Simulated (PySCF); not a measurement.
Species: C5H8BFO2.
Geometry (PBE0-D3(BJ)/def2-SVP, Å), atoms numbered from 1 in this order:
```xyz
17
C5H8BFO2 angstrom
O      2.2658    0.7823    0.8701
B      1.6197    0.1372   -0.1430
O      2.2402   -0.4071   -1.2273
C      0.0638    0.0061   -0.0362
C     -0.7122   -0.8125    1.0442
C     -1.7601   -0.1507    0.1490
F     -3.0994   -0.2685    0.2833
C     -0.9411   -0.5585   -1.0771
C     -0.9617    1.1520    0.2250
H      3.2217    0.8386    0.7837
H      3.1967   -0.3077   -1.2512
H     -0.6189   -1.9072    0.9800
H     -0.6332   -0.4458    2.0784
H     -1.0818    0.0381   -1.9909
H     -0.8670   -1.6346   -1.2936
H     -1.1018    1.8716   -0.5961
H     -0.9002    1.6458    1.2059
```

Level: PBE0/pcSseg-1 and PBE0/def2-SVPD in PySCF, non-relativistic, on one gas-phase PBE0-D3(BJ)/def2-SVP geometry that isn't relaxed in the solvent. The solvent is an IEF-PCM continuum (Bondi radii, 1.10 Å for H, scaled by 1.2). Specific hydrogen bonds and non-electrostatic terms are outside this model.

Gas phase at PBE0/pcSseg-1: HOMO -8.68 eV, LUMO 0.46 eV, dipole 4.59 D.

Q: What does the continuum do to the energy, the frontier levels and the dipole at PBE0/pcSseg-1 in chloroform and water?

A: 
| solvent | ε | E(solvent) − E(gas) (kcal/mol) | polarisation term (kcal/mol) | distortion of the solute (kcal/mol) | HOMO (eV) | LUMO (eV) | dipole (D) |
| --- | --- | --- | --- | --- | --- | --- | --- |
| chloroform | 4.711 | -7.37 | -8.03 | 0.66 | -8.78 | 1.07 | 5.28 |
| water | 78.36 | -10.60 | -11.98 | 1.38 | -8.84 | 1.09 | 5.56 |

The first energy column is the sum of the next two and covers electrostatics alone. From chloroform to water the lowering changes by a factor 1.44, Onsager's factor (ε − 1)/(2ε + 1) by 1.38 and ε itself by 16.6.

Q: Which radius a makes the point-dipole formula ΔE = −[(ε − 1)/(2ε + 1)]·μ²/a³ give the value in water, with the gas-phase dipole?

A: μ = 1.805 au and |ΔE| = 0.01689 Eh give a = 2.41 Å; the farthest nucleus lies 3.45 Å from the centroid of the nuclei, so such a sphere wouldn't even hold the nuclei. The formula assumes a rigid point dipole at the centre of a sphere.

Q: Give the dipole vector in the frame of the coordinates (D, pointing from negative to positive charge), gas and water.

A: Gas (4.56, 0.39, -0.30), solvent (5.53, 0.47, -0.36). Its length changes by +21 % and its direction by less than 1°.

Q: Which Hirshfeld charges (PBE0/pcSseg-1) respond most in chloroform (means over atoms taken as equivalent)?

A: 
```csv
atoms,environment,gas (e),solvent (e),change
H10/H11,hydroxyl hydrogen,+0.177,+0.192,+0.015
F7,alkyl fluorine,-0.125,-0.137,-0.012
O1/O3,boron-bound oxygen,-0.256,-0.264,-0.008
C6,sp3 C–F carbon,+0.093,+0.088,-0.005
C5/C8/C9,four-membered-ring carbon,-0.078,-0.080,-0.002
H12 (×6),methylene hydrogen,+0.039,+0.040,+0.001
```

Q: How do the nuclear quadrupole coupling constants eQVzz/h respond in chloroform?

A: 
| nucleus | Q (barn) | gas (MHz) | solvent (MHz) | η gas | η solvent |
| --- | --- | --- | --- | --- | --- |
| 17O at O1 | -0.0256 | -8.76 | -8.27 | 0.20 | 0.19 |
| 11B at B2 | 0.04059 | 3.38 | 3.37 | 0.46 | 0.41 |
| 17O at O3 | -0.0256 | -8.69 | -8.19 | 0.17 | 0.17 |

Gas phase at PBE0/def2-SVPD: HOMO -8.80 eV, LUMO -0.48 eV, dipole 4.52 D.

Q: What does the continuum do to the energy, the frontier levels and the dipole at PBE0/def2-SVPD in chloroform?

A: 
```tsv
solvent	ε	E(solvent) − E(gas) (kcal/mol)	polarisation term (kcal/mol)	distortion of the solute (kcal/mol)	HOMO (eV)	LUMO (eV)	dipole (D)
chloroform	4.711	-7.12	-7.92	0.80	-8.87	0.01	5.33
```

Q: How does the static polarisability (PBE0/def2-SVPD, frozen core, with the continuum's full static response) change?

A: 
| medium | isotropic (au) | principal values (au) | ⟨r²⟩ of the electrons (bohr²) |
| --- | --- | --- | --- |
| gas | 75.9 | 68.5, 74.6, 84.7 | 1254.9 |
| chloroform | 92.1 | 85.1, 93.0, 98.2 | 1254.0 |

The isotropic value in chloroform is 1.21 times the gas-phase one; no cavity-field correction is applied. ⟨r²⟩ is taken about the centre of nuclear charge.

Hardware: an Arm Neoverse V1 with one thread, no GPU (shared host). Cost: 25 s wall, 1.1 GiB resident at most. This is the whole shielding run at PBE0/pcSseg-1 in water, SCF included.
